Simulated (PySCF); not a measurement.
Radial density of Be (beryllium, neutral)

UHF, [He] 2s1 2p1, high-spin 3P determinant (an excited configuration). Calculation: PySCF 2.14, in aug-cc-pCVTZ-DK with one added diffuse shell each of s, p, d, f type (8s7p5d3f, 75 functions); the spin-free X2C one-electron Hamiltonian (Gaussian nucleus).

```
r (bohr)  4πr²ρ (e/bohr)  4πr²(ρα − ρβ)
 0.00547         0.01275         0.0003
 0.00920         0.03498         0.0007
  0.0155         0.09339         0.0020
  0.0260          0.2423         0.0051
  0.0438          0.5939         0.0123
  0.0736           1.327         0.0272
   0.124           2.532         0.0500
   0.208           3.742         0.0672
   0.350           3.650         0.0504
   0.589           1.848         0.0381
   0.991          0.5528         0.2477
    1.67          0.6795         0.6710
    2.80          0.6064         0.6064
    4.72          0.1419         0.1419
    7.93        0.005396         0.0054
```

Densities and radii are taken from the X2C orbitals without a picture-change correction, which distorts them close to the nucleus.
